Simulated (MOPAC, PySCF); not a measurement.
C₃H₄S, SMILES `C#CCS` (C–C–S–H torsion 58°), neutral singlet in the gas phase. 

Cartesian coordinates (Å):
```xyz
8

C      1.8517     0.1340    -0.4414
C      0.7338    -0.1825    -0.1414
C     -0.6217    -0.5499     0.2003
S     -1.5964     0.8154     0.9108
H      2.8451     0.4139    -0.7010
H     -0.6240    -1.3242     0.9716
H     -1.1412    -0.9566    -0.6695
H     -1.4473     1.6499    -0.1294
```
Charge 0, multiplicity 1.

All levels are single points at this geometry (PBE0-D3(BJ)/def2-TZVP); Pople sets use spherical d functions. Orbital energies aren't observables, and empty levels follow the basis.

B3LYP/6-31G* in PySCF gives dipole (D) = 1.37.

### Question
Estimate the dipole (D) from each of these levels: M06-2X/def2-TZVP in PySCF; PBE-D3(BJ)/def2-TZVP in PySCF; B3LYP/6-311+G** in PySCF; B3LYP/LANL2DZ in PySCF; M06-2X/6-31G* in PySCF; PBE/6-31G* in PySCF; SVWN5/6-31G* in PySCF; HF/6-31G* in PySCF; AM1 in MOPAC; PM3 in MOPAC; PM6 in MOPAC; PM7 in MOPAC.

### Answer

```tsv
level	dipole (D)
M06-2X/def2-TZVP in PySCF	1.11
PBE-D3(BJ)/def2-TZVP in PySCF	1.08
B3LYP/6-311+G** in PySCF	1.19
B3LYP/LANL2DZ in PySCF	1.45
M06-2X/6-31G* in PySCF	1.37
PBE/6-31G* in PySCF	1.39
SVWN5/6-31G* in PySCF	1.43
HF/6-31G* in PySCF	1.41
AM1 in MOPAC	1.78
PM3 in MOPAC	1.91
PM6 in MOPAC	1.23
PM7 in MOPAC	1.44
```
